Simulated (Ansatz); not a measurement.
Ansatz (a program for electronic structure) input:

Ansatz 0.2 input:
```yaml
crystal:
  periodic: [false, false, false]
  atoms:
    - {symbol: Si, position_ang: [-1.68246775, 0.24512125, -0.00670174]}
    - {symbol: Br, position_ang: [0.78223203, -0.05282565, -0.00145197]}
    - {symbol: H, position_ang: [-1.91941233, -0.87395396, -1.03263979]}
    - {symbol: H, position_ang: [-1.90416020, -0.70884567, 1.17728327]}
basis:
  gaussian:
    orbitals: 6-31G*
hamiltonian:
  xc: {name: PBE0}
total_charge: -1
```

Problem. What final total energy does it print?

Solution. -2864.16232 Eh (PBE0/6-31G*).

It need not be the lowest isomer of its formula. Whether it binds its extra electron was not tested at this geometry.
